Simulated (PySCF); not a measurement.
Give a PBE0-D3(BJ)/def2-SVP geometry of 4-propylbenzaldehyde (`CCCc1ccc(C=O)cc1`).

```
atom  x, y, z in Å
C1     2.3458   -0.6207    1.3555
C2     2.3427   -0.4565   -0.1554
C3     1.3579    0.6028   -0.6653
C4    -0.0783    0.2668   -0.3761
C5    -0.7459    0.8285    0.7188
C6    -2.0629    0.4819    1.0039
C7    -2.7398   -0.4342    0.1945
C8    -4.1412   -0.7948    0.4883
O9    -4.8047   -1.5613   -0.1647
C10   -2.0809   -1.0023   -0.9039
C11   -0.7676   -0.6552   -1.1817
H12    3.0956   -1.3599    1.6738
H13    1.3657   -0.9582    1.7275
H14    2.5818    0.3304    1.8604
H15    3.3533   -0.1847   -0.5035
H16    2.1064   -1.4228   -0.6331
H17    1.4897    0.7188   -1.7533
H18    1.6051    1.5770   -0.2116
H19   -0.2224    1.5498    1.3519
H20   -2.5773    0.9276    1.8608
H21   -4.5681   -0.2907    1.3947
H22   -2.6303   -1.7128   -1.5261
H23   -0.2581   -1.0976   -2.0428
```

Orientation and origin are arbitrary. Atoms count from 1 in this order. The 6-membered ring C4–C5–C6–C7–C10–C11 has internal angles of 118.5° to 120.9°; it is planar, 0.00 Å rms from its mean plane, widest ring torsion 0°. Of the pairs four or more bonds apart, O9···H22 is among the closest relative to their van der Waals radii: 2.57 Å, 94 % of the sum of Bondi's values. The 10 C–C bonds span 1.386 Å (C10–C11, aromatic) to 1.534 Å (C2–C3, drawn single), a spread of 0.148 Å.

Bonds between heavy atoms (Å): C1–C2 1.520, C2–C3 1.534, C3–C4 1.503, C4–C5 1.400, C5–C6 1.391, C6–C7 1.397, C7–C8 1.477, C8=O9 1.206, C7–C10 1.401, C10–C11 1.386, C4–C11 1.405.

Method used: PySCF, PBE0-D3(BJ)/def2-SVP geometry optimisation, gas phase.

Point group: C1 (no symmetry element, even within 0.4 Å). No PBE0-D3(BJ)/def2-SVP frequencies stand behind this structure, so it isn't proved a minimum. The numbers are those of one conformer (C1–C2–C3–C4 -64°, C2–C3–C4–C5 99°, C6–C7–C8–O9 179°).
